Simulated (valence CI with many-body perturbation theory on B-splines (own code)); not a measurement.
E1 line list for Gd XXXI

Method: configuration interaction combined with many-body perturbation theory (CI+MBPT): six valence electrons over a frozen Dirac-Fock core [Ar] 3d10, radial functions for each j: 9 s, 9 p, 8 d, 6 f, 3 g, 1 h, with the one-electron correlation potential Σ1 (screened to all orders), the two-electron term Σ2, the three-electron term Σ3, Breit, model QED; selected single and double excitations, second order for the rest, scaled by the run's own slope (own B-spline code, finite nucleus).

The last digits are not significant, and no measured levels were compared; by estimate large intervals hold to a few tenths of a per cent, small ones and those within an open d or f shell to about a per cent. Among the levels kept, up to 640 cm⁻¹ of a level comes from second order outside the variational space, and about a tenth of that is noise between levels of different J, which matters for small intervals.

Lines 51 to 90 of 90 in falling wavelength, among levels below 1538000 cm⁻¹, chosen from the strongest by gf and those to the six lowest levels. Wavelengths and rates use the calculated energies. Electric multipoles are in the length gauge, E1 and E2 with the static RPA response of the core. Weak lines are less certain than strong ones. Lines between different terms over intervals too small for the method are left out, as are lines whose strength nearly cancels. The highest levels of a list are the least certain.

Levels are named by their leading jj configuration (3d3/2^4 stands for four electrons in 3d with j = 3/2), which in mixed levels can hold well under half, so a name can repeat and another be missing. Letters in brackets count levels of one name in rising energy.

```
λ vac (Å)                               Upper                       Lower   A (s⁻¹)  S (a.u.)
    92.16  (4s^2 4p1/2 4p3/2^2 4d3/2) J=1 [c]    (4s^2 4p1/2 4p3/2^3) J=2  4.87e+08  5.65e-04
    91.73  (4s^2 4p1/2 4p3/2^2 4d5/2) J=3 [b]    (4s^2 4p1/2 4p3/2^3) J=2  2.01e+09  5.35e-03
    91.39      (4s^2 4p1/2^2 4p3/2 4d5/2) J=1  (4s^2 4p1/2^2 4p3/2^2) J=0  1.54e+11  1.74e-01
    91.03  (4s^2 4p1/2 4p3/2^2 4d5/2) J=2 [a]    (4s^2 4p1/2 4p3/2^3) J=1  9.51e+08  1.77e-03
    90.54      (4s^2 4p1/2 4p3/2^2 4d5/2) J=0    (4s^2 4p1/2 4p3/2^3) J=1  2.04e+11  7.46e-02
    90.10  (4s^2 4p1/2 4p3/2^2 4d5/2) J=2 [b]    (4s^2 4p1/2 4p3/2^3) J=2  1.08e+11  1.95e-01
    89.95      (4s^2 4p1/2^2 4p3/2 4d5/2) J=3  (4s^2 4p1/2^2 4p3/2^2) J=2  1.77e+11  4.44e-01
    89.71  (4s^2 4p1/2 4p3/2^2 4d3/2) J=1 [c]    (4s^2 4p1/2 4p3/2^3) J=1  1.06e+11  1.13e-01
    89.31  (4s^2 4p1/2 4p3/2^2 4d3/2) J=1 [d]    (4s^2 4p1/2 4p3/2^3) J=2  1.55e+11  1.63e-01
    88.11  (4s^2 4p1/2 4p3/2^2 4d5/2) J=3 [c]    (4s^2 4p1/2 4p3/2^3) J=2  2.40e+11  5.66e-01
    87.75  (4s^2 4p1/2 4p3/2^2 4d5/2) J=2 [b]    (4s^2 4p1/2 4p3/2^3) J=1  1.03e+11  1.72e-01
    87.00  (4s^2 4p1/2 4p3/2^2 4d3/2) J=1 [d]    (4s^2 4p1/2 4p3/2^3) J=1  3.99e+10  3.89e-02
    86.98      (4s^2 4p1/2^2 4p3/2 4d5/2) J=1  (4s^2 4p1/2^2 4p3/2^2) J=2  1.44e+07  1.40e-05
    86.75  (4s^2 4p1/2 4p3/2^2 4d5/2) J=1 [b]    (4s^2 4p1/2 4p3/2^3) J=2  3.68e+11  3.56e-01
    85.56  (4s^2 4p1/2 4p3/2^2 4d5/2) J=2 [c]    (4s^2 4p1/2 4p3/2^3) J=2  2.49e+11  3.85e-01
    84.57  (4s^2 4p1/2 4p3/2^2 4d5/2) J=1 [b]    (4s^2 4p1/2 4p3/2^3) J=1  1.20e+11  1.08e-01
    84.04  (4s^2 4p1/2 4p3/2^2 4d3/2) J=1 [a]  (4s^2 4p1/2^2 4p3/2^2) J=0  3.70e+09  3.25e-03
    83.44  (4s^2 4p1/2 4p3/2^2 4d5/2) J=2 [c]    (4s^2 4p1/2 4p3/2^3) J=1  4.05e+11  5.80e-01
    80.46  (4s^2 4p1/2 4p3/2^2 4d5/2) J=1 [a]  (4s^2 4p1/2^2 4p3/2^2) J=0  8.90e+09  6.86e-03
    80.30  (4s^2 4p1/2 4p3/2^2 4d3/2) J=1 [a]  (4s^2 4p1/2^2 4p3/2^2) J=2  1.35e+09  1.03e-03
    79.59  (4s^2 4p1/2 4p3/2^2 4d3/2) J=2 [a]  (4s^2 4p1/2^2 4p3/2^2) J=2  5.08e+09  6.32e-03
    78.27  (4s^2 4p1/2 4p3/2^2 4d3/2) J=3 [a]  (4s^2 4p1/2^2 4p3/2^2) J=2  6.32e+09  1.05e-02
    77.02  (4s^2 4p1/2 4p3/2^2 4d5/2) J=1 [a]  (4s^2 4p1/2^2 4p3/2^2) J=2  2.50e+10  1.69e-02
    75.44  (4s^2 4p1/2 4p3/2^2 4d5/2) J=3 [a]  (4s^2 4p1/2^2 4p3/2^2) J=2  8.64e+09  1.28e-02
    74.78  (4s^2 4p1/2 4p3/2^2 4d3/2) J=1 [b]  (4s^2 4p1/2^2 4p3/2^2) J=0  1.13e+09  6.99e-04
    74.57  (4s^2 4p1/2 4p3/2^2 4d3/2) J=2 [b]  (4s^2 4p1/2^2 4p3/2^2) J=2  4.35e+10  4.45e-02
    72.01  (4s^2 4p1/2 4p3/2^2 4d3/2) J=1 [c]  (4s^2 4p1/2^2 4p3/2^2) J=0  3.57e+11  1.97e-01
    71.80  (4s^2 4p1/2 4p3/2^2 4d3/2) J=1 [b]  (4s^2 4p1/2^2 4p3/2^2) J=2  6.05e+11  3.32e-01
    71.25  (4s^2 4p1/2 4p3/2^2 4d3/2) J=2 [c]  (4s^2 4p1/2^2 4p3/2^2) J=2  7.75e+11  6.92e-01
    70.75  (4s^2 4p1/2 4p3/2^2 4d3/2) J=3 [b]  (4s^2 4p1/2^2 4p3/2^2) J=2  8.92e+11  1.09e+00
    70.25  (4s^2 4p1/2 4p3/2^2 4d3/2) J=1 [d]  (4s^2 4p1/2^2 4p3/2^2) J=0  4.15e+11  2.13e-01
    70.02  (4s^2 4p1/2 4p3/2^2 4d5/2) J=2 [a]  (4s^2 4p1/2^2 4p3/2^2) J=2  1.06e+10  9.01e-03
    69.24  (4s^2 4p1/2 4p3/2^2 4d3/2) J=1 [c]  (4s^2 4p1/2^2 4p3/2^2) J=2  1.95e+11  9.59e-02
    68.99  (4s^2 4p1/2 4p3/2^2 4d5/2) J=3 [b]  (4s^2 4p1/2^2 4p3/2^2) J=2  1.61e+08  1.83e-04
    68.66  (4s^2 4p1/2 4p3/2^2 4d5/2) J=1 [b]  (4s^2 4p1/2^2 4p3/2^2) J=0  1.59e+11  7.63e-02
    68.07  (4s^2 4p1/2 4p3/2^2 4d5/2) J=2 [b]  (4s^2 4p1/2^2 4p3/2^2) J=2  7.20e+10  5.60e-02
    67.62  (4s^2 4p1/2 4p3/2^2 4d3/2) J=1 [d]  (4s^2 4p1/2^2 4p3/2^2) J=2  8.93e+10  4.09e-02
    66.93  (4s^2 4p1/2 4p3/2^2 4d5/2) J=3 [c]  (4s^2 4p1/2^2 4p3/2^2) J=2  6.49e+10  6.72e-02
    66.14  (4s^2 4p1/2 4p3/2^2 4d5/2) J=1 [b]  (4s^2 4p1/2^2 4p3/2^2) J=2  1.29e+09  5.54e-04
    65.44  (4s^2 4p1/2 4p3/2^2 4d5/2) J=2 [c]  (4s^2 4p1/2^2 4p3/2^2) J=2  3.74e+10  2.58e-02
```
